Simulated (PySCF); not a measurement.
One of the candidates below gave these computed data.

All candidates are C8H7N.

* UV, strongest line: among the 8 lowest singlet transitions: S4 at 6.88 eV (180 nm, f = 0.412) [TDDFT PBE0/def2-SVPD]
* Dipole: 4.03 D [PBE0/def2-SVPD]
* Triplet: lowest triplet excitation (Tamm–Dancoff): 4.12 eV [TDA PBE0/def2-SVPD]
* Rotational structure: rotational constants A, B, C: 3.851, 1.072, 0.976 GHz [GFN2-xTB]
* UV, first state: lowest singlet excitation: 5.47 eV (227 nm, f = 0.000) [TDDFT PBE0/def2-SVPD]
* Polarisability: 91.6 au [PBE0/def2-SVPD]

Electronic properties: PySCF, gas phase, density fitting. Levels stand in brackets. Geometry: GFN2-xTB, one conformer, isolated molecule.

Task: Which candidate is it?
A. `C#CCc1ccccn1`
B. `N#CCc1ccccc1`
C. `CC#Cc1cccnc1`

Result: B. It is `N#CCc1ccccc1`. Numbering: `[N:1]#[C:2][CH2:3][c:4]1[cH:5][cH:6][cH:7][cH:8][cH:9]1`. Its formula, C8H7N, gives 6 degrees of unsaturation: 1 ring and 5 π bonds in the structure found (Kekulé form). The optimised geometry has point group Cs and is an asymmetric top.

The others, at the same levels:
- `C#CCc1ccccn1` fails: its computed lowest singlet excitation is 4.95 eV (251 nm, f = 0.005) (against 5.47 eV), static isotropic polarisability is 94.0 au (against 91.6 au) and rotational constant A is 4.177 GHz (against 3.851 GHz).
- `CC#Cc1cccnc1` fails: its computed lowest singlet excitation is 4.61 eV (269 nm, f = 0.001) (against 5.47 eV), lowest triplet excitation (Tamm–Dancoff) is 3.53 eV (against 4.12 eV) and strongest line among the 8 lowest singlet transitions is S4 at 5.23 eV (237 nm, f = 0.262) (against S4 at 6.88 eV).

Each candidate is one conformer, not necessarily the lowest. The conformers computed, where there is a choice (atom-mapped SMILES and torsion angles):
- `[N:1]#[C:2][CH2:3][c:4]1[cH:5][cH:6][cH:7][cH:8][cH:9]1`: C2–C3–C4–C5 -89°
- `[CH:1]#[C:2][CH2:3][c:4]1[cH:5][cH:6][cH:7][cH:8][n:9]1`: C2–C3–C4–C5 46°
